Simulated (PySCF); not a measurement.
The dipole of `[SiH2](C)P[SiH2]C#CCCl` from its density and from atomic charges.

Coordinates (GFN2-xTB, Å) and charges (e) from the PBE0/pcSseg-1 density (PySCF):

```json
{"atom": "C1", "x": "-4.131", "y": "-0.628", "z": "0.137", "Mulliken": "-0.6155", "IAO": "-0.7047", "Hirshfeld": "-0.2084", "ESP-fitted": "-0.5733"}
{"atom": "Si2", "x": "-2.750", "y": "0.658", "z": "-0.064", "Mulliken": "+0.4411", "IAO": "+0.5875", "Hirshfeld": "+0.2906", "ESP-fitted": "+0.6459"}
{"atom": "P3", "x": "-0.826", "y": "-0.322", "z": "0.523", "Mulliken": "-0.3808", "IAO": "-0.2221", "Hirshfeld": "-0.0696", "ESP-fitted": "-0.4550"}
{"atom": "Si4", "x": "0.669", "y": "1.190", "z": "-0.173", "Mulliken": "+0.5055", "IAO": "+0.6079", "Hirshfeld": "+0.3007", "ESP-fitted": "+0.3894"}
{"atom": "C5", "x": "2.309", "y": "0.340", "z": "-0.089", "Mulliken": "-0.3722", "IAO": "-0.3289", "Hirshfeld": "-0.1597", "ESP-fitted": "-0.3493"}
{"atom": "C6", "x": "3.341", "y": "-0.277", "z": "0.003", "Mulliken": "+0.0494", "IAO": "-0.0128", "Hirshfeld": "-0.0381", "ESP-fitted": "+0.2397"}
{"atom": "C7", "x": "4.603", "y": "-0.964", "z": "0.071", "Mulliken": "-0.2003", "IAO": "-0.2518", "Hirshfeld": "-0.0134", "ESP-fitted": "-0.4854"}
{"atom": "Cl8", "x": "5.787", "y": "-0.202", "z": "-1.058", "Mulliken": "-0.1395", "IAO": "-0.0963", "Hirshfeld": "-0.0698", "ESP-fitted": "-0.0941"}
{"atom": "H9", "x": "-4.016", "y": "-1.450", "z": "-0.565", "Mulliken": "+0.1446", "IAO": "+0.1585", "Hirshfeld": "+0.0446", "ESP-fitted": "+0.1487"}
{"atom": "H10", "x": "-4.121", "y": "-1.050", "z": "1.139", "Mulliken": "+0.1496", "IAO": "+0.1621", "Hirshfeld": "+0.0444", "ESP-fitted": "+0.1509"}
{"atom": "H11", "x": "-5.107", "y": "-0.183", "z": "-0.029", "Mulliken": "+0.1469", "IAO": "+0.1611", "Hirshfeld": "+0.0466", "ESP-fitted": "+0.1368"}
{"atom": "H12", "x": "-2.938", "y": "1.784", "z": "0.857", "Mulliken": "-0.0483", "IAO": "-0.1141", "Hirshfeld": "-0.0790", "ESP-fitted": "-0.1317"}
{"atom": "H13", "x": "-2.743", "y": "1.177", "z": "-1.440", "Mulliken": "-0.0548", "IAO": "-0.1236", "Hirshfeld": "-0.0820", "ESP-fitted": "-0.1713"}
{"atom": "H14", "x": "-0.734", "y": "-1.126", "z": "-0.595", "Mulliken": "+0.0814", "IAO": "+0.0033", "Hirshfeld": "-0.0075", "ESP-fitted": "+0.1491"}
{"atom": "H15", "x": "0.645", "y": "2.311", "z": "0.769", "Mulliken": "-0.0435", "IAO": "-0.1017", "Hirshfeld": "-0.0666", "ESP-fitted": "-0.0355"}
{"atom": "H16", "x": "0.469", "y": "1.654", "z": "-1.551", "Mulliken": "-0.0483", "IAO": "-0.1097", "Hirshfeld": "-0.0692", "ESP-fitted": "-0.0674"}
{"atom": "H17", "x": "5.032", "y": "-0.897", "z": "1.072", "Mulliken": "+0.1928", "IAO": "+0.1930", "Hirshfeld": "+0.0684", "ESP-fitted": "+0.2477"}
{"atom": "H18", "x": "4.503", "y": "-2.007", "z": "-0.232", "Mulliken": "+0.1918", "IAO": "+0.1922", "Hirshfeld": "+0.0681", "ESP-fitted": "+0.2547"}
```

Problem. What dipole does each set of charges give (1 e·Å = 4.803 D), and what does the density give?

Solution. The full density gives (-1.81, -1.06, 0.35) D, 2.12 D in size; dipole vectors point from the negative to the positive end.

```tsv
scheme	μx	μy	μz	size (D)	share of the full size (%)	angle to the full dipole (°)
Mulliken	-1.79	0.52	0.21	1.88	88	46
IAO	-1.77	0.10	0.87	1.97	93	36
Hirshfeld	-0.98	-0.62	0.69	1.35	64	22
ESP-fitted	-1.86	-1.12	0.40	2.21	104	1
```

Problem. Which set comes closest?

Solution. Length of the difference vector: ESP-fitted 0.10 D, Hirshfeld 1.00 D, IAO 1.27 D, Mulliken 1.58 D. Closest: ESP-fitted. ESP charges are fitted to the potential around the molecule, whose slowest-falling term is the dipole's. 

Problem. What is left for the Hirshfeld atoms' own dipoles?

Solution. The Hirshfeld atoms' densities add up to the full density, so μ = Σ q r + Σ (atomic dipoles). The atomic dipoles sum to (-1.81, -1.06, 0.35) − (-0.98, -0.62, 0.69) = (-0.83, -0.44, -0.34) D, 1.00 D in size.

Problem. With the origin at the mean of the coordinates, (0.000, 0.000, -0.068) Å, which are the largest single terms, by size, of the ESP-fitted dipole along the direction of the full one?

Solution. C1 -10.64, C7 +7.97, Si2 +6.25, H17 -4.35, C5 +3.59 D; all 18 atoms together +2.21 D. The single terms depend on the origin, their sum doesn't.

Problem. Give the size of the full dipole in other units.

Solution. 2.12 D = 0.835 au = 0.442 e·Å = 7.08 × 10⁻³⁰ C·m.

The structure is a single GFN2-xTB conformer in the gas phase; no vibrational or solvent corrections.

Conformer computed: `[CH3:1][SiH2:2][PH:3][SiH2:4][C:5]#[C:6][CH2:7][Cl:8]`: C1–Si2–P3–Si4 169°, Si2–P3–Si4–C5 -168°.
